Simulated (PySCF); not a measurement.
Br (SMILES [Br+]), charge +1, triplet; DF-TPSS/pcseg-1 in PySCF.

PySCF was given this input:
```python
from pyscf import gto, scf, dft

mol = gto.M(
    atom='''
Br    0.000000    0.000000    0.000000
''',
    basis='pcseg-1',
    charge=1,
    spin=2,
    verbose=5,
)

mf = dft.UKS(mol)
mf.xc = 'tpss'
mf = mf.density_fit(auxbasis='def2-universal-jkfit')
mf.kernel()
mf.analyze()
```

The log (banner, timings and long lists left out):

```
PySCF version 2.14.0

[INPUT] verbose = 5
[INPUT] max_memory = 4000
[INPUT] num. atoms = 1
[INPUT] num. electrons = 34
[INPUT] charge = 1
[INPUT] spin (= nelec alpha-beta = 2S) = 2
[INPUT] symmetry False subgroup None
[INPUT] Mole.unit = angstrom
[INPUT] Symbol           X                Y                Z      unit          X                Y                Z       unit  Magmom
[...]
[INPUT] ---------------- BASIS SET ----------------
[INPUT] l, kappa, [nprim/nctr], expnt,             c_1 c_2 ...
[INPUT] Br
[...]
                                17032.3           0.0140321    0    0    0    0
                                3875.89           0.06974    0    0    0    0
                                1094.78           0.243825    0    0    0    0
                                356.841            0.5    0    0    0    0
                                123.317           0.397752    0    0    0    0
                                235.689              0 -0.0793206    0    0    0
                                28.4876              0  0.5    0    0    0
                                12.879               0 0.367555    0    0    0
                                4.41844              0 0.0448874    0    0    0
                                3.50439              0    0  0.5    0    0
                                1.46525              0    0 0.21969    0    0
                                0.379819             0    0    0    1    0
                                0.138413             0    0    0    0    1
[...]
                                706.766           0.0236047    0    0    0
                                227.783           0.110651    0    0    0
                                85.2764           0.321818    0    0    0
                                34.5964            0.5    0    0    0
                                14.0102           0.282092    0    0    0
                                8.91769              0 0.288898    0    0
                                3.73358              0  0.5    0    0
                                1.57401              0 0.245944    0    0
                                0.550724             0    0    1    0
                                0.154474             0    0    0    1
[...]
                                49.4419           0.0780716    0
                                18.0878           0.264128    0
                                7.19405           0.485386    0
                                2.8202             0.5    0
                                1.0187            0.22722    0
                                0.337                0    1

nuclear repulsion = 0
number of shells = 3
number of NR pGTOs = 82
number of NR cGTOs = 27
basis = pcseg-1
ecp = {}

******** <class 'pyscf.df.df_jk.DFUKS'> ********
method = DFUKS
initial guess = minao
damping factor = 0
level_shift factor = 0
DIIS = <class 'pyscf.scf.diis.CDIIS'>
diis_start_cycle = 1
diis_space = 8
diis_damp = 0
SCF conv_tol = 1e-09
SCF conv_tol_grad = None
SCF max_cycles = 50
direct_scf = False
number electrons alpha = 18  beta = 16
XC library pyscf.dft.libxc version 7.1.2
    S. Lehtola, C. Steigemann, M. J. T. Oliveira, and M. A. L. Marques,  SoftwareX 7, 1–5 (2018)
XC functionals = tpss
    J. Tao, J. P. Perdew, V. N. Staroverov, and G. E. Scuseria,  Phys. Rev. Lett. 91, 146401 (2003)
    J. P. Perdew, J. Tao, V. N. Staroverov, and G. E. Scuseria,  J. Chem. Phys. 120, 6898 (2004)
    J. Tao, J. P. Perdew, V. N. Staroverov, and G. E. Scuseria,  Phys. Rev. Lett. 91, 146401 (2003)
    J. P. Perdew, J. Tao, V. N. Staroverov, and G. E. Scuseria,  J. Chem. Phys. 120, 6898 (2004)
radial grids:
    Treutler-Ahlrichs [JCP 102, 346 (1995); DOI:10.1063/1.469408] (M4) radial grids

becke partition: Becke, JCP 88, 2547 (1988); DOI:10.1063/1.454033
pruning grids: <function nwchem_prune>
grids dens level: 3
symmetrized grids: False
atomic radii adjust function: <function treutler_atomic_radii_adjust>
small_rho_cutoff = 0
[...]
converged SCF energy = -2573.28052047767  <S^2> = 2.001799  2S+1 = 3.0011991
Total Energy =                       -2573.280520477671871
[...]
0 Br 2pz         0.00000   0.00000  -0.00000   0.00000  -0.00007
0 Br 3px        -0.00000  -0.00000   0.00000  -0.00000  -0.00087
0 Br 3py        -0.00000   0.00000  -0.00000  -0.00000  -0.00804
0 Br 3pz         0.00000   0.00000   0.00000  -0.00000   0.00030
0 Br 4px        -0.00000  -0.00000  -0.00000   0.00000  -0.00563
0 Br 4py         0.00000  -0.00000   0.00000   0.00000  -0.05222
0 Br 4pz        -0.00000  -0.00000  -0.00000  -0.00000   0.00194
0 Br 5px        -0.00000   0.00000  -0.00000  -0.00000  -0.10690
0 Br 5py        -0.00000  -0.00000  -0.00000   0.00000  -0.99216
0 Br 5pz         0.00000  -0.00000  -0.00000  -0.00000   0.03693
0 Br 3dxy        0.00001   0.00010  -0.00320   0.00130   0.00000
0 Br 3dyz       -0.00131  -0.00046  -0.00077   0.00008   0.00000
0 Br 3dz^2      -0.00149  -0.00428   0.00002  -0.00015  -0.00000
0 Br 3dxz       -0.00412   0.00166  -0.00009  -0.00076  -0.00000
0 Br 3dx2-y2     0.00101  -0.00017  -0.00129  -0.00320   0.00000
0 Br 4dxy       -0.00262  -0.02177   0.90431  -0.36574  -0.00000
0 Br 4dyz        0.27950   0.09999   0.21885  -0.02329   0.00000
0 Br 4dz^2       0.31857   0.92698  -0.00668   0.04156  -0.00000
0 Br 4dxz        0.87949  -0.35875   0.02555   0.21392  -0.00000
0 Br 4dx2-y2    -0.21649   0.03602   0.36554   0.90454   0.00000
               #26       #27
0 Br 1s          0.00000  -0.00000
0 Br 2s         -0.00000   0.00000
0 Br 3s         -0.00000  -0.00000
0 Br 4s         -0.00000  -0.00000
0 Br 5s         -0.00000  -0.00000
0 Br 2px         0.00187  -0.00041
0 Br 2py        -0.00019   0.00011
0 Br 2pz         0.00042   0.00186
0 Br 3px        -0.00786   0.00165
0 Br 3py         0.00078  -0.00046
0 Br 3pz        -0.00176  -0.00760
0 Br 4px        -0.05105   0.01155
0 Br 4py         0.00507  -0.00322
0 Br 4pz        -0.01142  -0.05303
0 Br 5px        -0.96993   0.21208
0 Br 5py         0.09643  -0.05910
0 Br 5pz        -0.21706  -0.97391
0 Br 3dxy        0.00000   0.00000
0 Br 3dyz       -0.00000  -0.00000
0 Br 3dz^2      -0.00000   0.00000
0 Br 3dxz        0.00000  -0.00000
0 Br 3dx2-y2     0.00000   0.00000
0 Br 4dxy       -0.00000  -0.00000
0 Br 4dyz       -0.00000   0.00000
0 Br 4dz^2       0.00000  -0.00000
0 Br 4dxz       -0.00000   0.00000
0 Br 4dx2-y2    -0.00000  -0.00000

To work with the spin densities directly, `use mulliken_meta_spin()` only printing them here.

 ** Mulliken spin pop alpha/beta on meta-lowdin orthogonal AOs **
 ** Mulliken Spin Density (per AO)  **
spin_pop of  0 Br 1s        0.00000
spin_pop of  0 Br 2s       -0.00000
spin_pop of  0 Br 3s       -0.00022
spin_pop of  0 Br 4s       -0.00092
spin_pop of  0 Br 5s        0.00038
spin_pop of  0 Br 2px       0.00000
spin_pop of  0 Br 2py       0.00000
spin_pop of  0 Br 2pz       0.00000
spin_pop of  0 Br 3px       0.00023
spin_pop of  0 Br 3py       0.00024
spin_pop of  0 Br 3pz       0.00001
spin_pop of  0 Br 4px       0.94835
spin_pop of  0 Br 4py       0.98972
spin_pop of  0 Br 4pz       0.04720
spin_pop of  0 Br 5px       0.00631
spin_pop of  0 Br 5py       0.00654
spin_pop of  0 Br 5pz       0.00140
spin_pop of  0 Br 3dxy     -0.00006
spin_pop of  0 Br 3dyz     -0.00003
spin_pop of  0 Br 3dz^2    -0.00003
spin_pop of  0 Br 3dxz     -0.00003
spin_pop of  0 Br 3dx2-y2   -0.00006
spin_pop of  0 Br 4dxy      0.00006
spin_pop of  0 Br 4dyz      0.00004
spin_pop of  0 Br 4dz^2     0.00068
spin_pop of  0 Br 4dxz      0.00013
spin_pop of  0 Br 4dx2-y2    0.00006
 ** Mulliken Spin Density (per atom)  **
spin density of  0 Br =      2.00000
 ** Mulliken pop alpha/beta on meta-lowdin orthogonal AOs **
 ** Mulliken pop       alpha | beta **
[...]
In total            18.00000 | 16.00000
 ** Mulliken atomic charges   ( Nelec_alpha | Nelec_beta ) **
charge of  0Br =      1.00000  (    18.00000     16.00000 )

WARN: System has nonzero charge 1; the dipole moment is origin-dependent.
Location of origin: [0. 0. 0.]

Dipole moment(X, Y, Z, Debye): -0.00000, -0.00000,  0.00000
```
